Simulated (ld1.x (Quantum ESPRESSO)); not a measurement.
## Building the ultrasoft potential for Zr (PBE, scalar-relativistic).

| Property | Result |
| --- | --- |
| Element | zirconium |
| Generator | ld1.x (Quantum ESPRESSO) 7.5 |
| Type | ultrasoft |
| Functional | PBE |
| Relativity | scalar-relativistic |
| Frozen core | [Kr] |
| Valence charge | 4 |
| Reference configuration | 4d2 5s2 5p0 |
| Partial waves | 5s (bound): rcut 2.65, rcutus 3.20 bohr; 5s channel at 0.05 Ry: rcut 2.65, rcutus 3.20 bohr; 5p (bound, empty): rcut 3.60, rcutus 4.20 bohr; 5p channel at 3.45 Ry: rcut 3.60, rcutus 4.20 bohr; 4d (bound): rcut 1.60, rcutus 2.00 bohr; 4d channel at 1.3 Ry: rcut 1.60, rcutus 2.00 bohr |
| Local potential | all-electron potential smoothed inside 3.50 bohr (lloc = -2) |
| Core correction | a·sin(br)/r model core, default radius (core density twice the valence density) |
| Augmentation charge | built from norm-conserving waves at rcut, not smoothed further |

All-electron outer shells of the reference configuration (PBE, scalar-relativistic, ld1.x):

```
shell  level (eV)  outermost node (bohr)  outermost maximum (bohr)
   4s      -54.50                   0.55                      1.08
   4p      -32.46                   0.56                      1.17
   5s       -4.44                   1.47                      3.15
   4d       -3.60                   0.58                      1.59
   5p       -1.47                   1.70                      4.15
```

Results:

```
Cutoffs needed                            : 21 Ry and 30 Ry (the cutoffs (Ry, on a coarse ladder) from which the occupation-weighted sum of valence levels, in a spherical-Bessel basis at the reference potential, stays within 10 and 1 mRy of its value at 400 Ry)
Ghost test                                : ghost state, extra bound levels that the all-electron valence spectrum of the same l lacks: p at -6.2 eV; a true bound ghost makes a file unfit for plane-wave use (spherical-Bessel basis up to 400 Ry, 20 bohr box)
Configuration tests                       : test run stopped at test 4 of 7 (negative rho)
Lowest eigenvalue of the overlap operator : 0.08 (p channel)
```

Generation and tests took about 0.96 s on one core of a shared server CPU.
